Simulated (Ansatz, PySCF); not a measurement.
System: sum formula SiClF₂ (charge 0, doublet). It need not be the lowest isomer of its formula. SMILES: F[Si](F)Cl
Structure (B3LYP-D3(BJ)/def2-TZVP (Ansatz, an electronic-structure program) minimum search):
```xyz
4

Si    -0.5297     0.2777    -0.0133
F     -1.1616    -0.8390    -0.9554
F     -0.8580    -0.1427     1.4865
Cl     1.5054     0.2910    -0.2702
```
Charge 0, spin multiplicity 2.

Wanted: atomisation energy (electronic, to ground-state atoms), in kcal/mol. Valence correlation only, unless marked. Open shells are spin-unrestricted. Spin-orbit coupling is left out. Non-relativistic. The coupled-cluster limit lacks core correlation, which all-electron functionals hold. Basis-set limits of correlation are two-point, X^-3; Hartree-Fock from the larger set. [CCSD(T)-MP2]/basis is that difference in the basis named.

```json
[
 {"level": "HF/cc-pwCVTZ", "program": "Ansatz", "atomisation energy (kcal/mol)": "266.8", "minus last row": "-95.1"},
 {"level": "PBE/def2-TZVPD", "program": "Ansatz", "atomisation energy (kcal/mol)": "366.2", "minus last row": "4.3"},
 {"level": "M06-2X/def2-TZVPD", "program": "PySCF", "atomisation energy (kcal/mol)": "364.7", "minus last row": "2.8"},
 {"level": "LC-wPBE-D4/def2-TZVPD", "program": "Ansatz + dftd4", "atomisation energy (kcal/mol)": "361.9", "minus last row": "0.0"},
 {"level": "B2PLYP-D3(BJ)/def2-TZVPD", "program": "Ansatz + dftd3", "atomisation energy (kcal/mol)": "357.0", "minus last row": "-4.9"},
 {"level": "SCS-MP2/STO-3G", "program": "Ansatz", "atomisation energy (kcal/mol)": "242.5", "minus last row": "-119.4"},
 {"level": "RI-MP2/CBS(cc-pV(T+d)Z,cc-pV(Q+d)Z)+[CCSD(T)-MP2]/cc-pV(T+d)Z", "program": "Ansatz", "atomisation energy (kcal/mol)": "361.9", "minus last row": "0.0"}
]
```
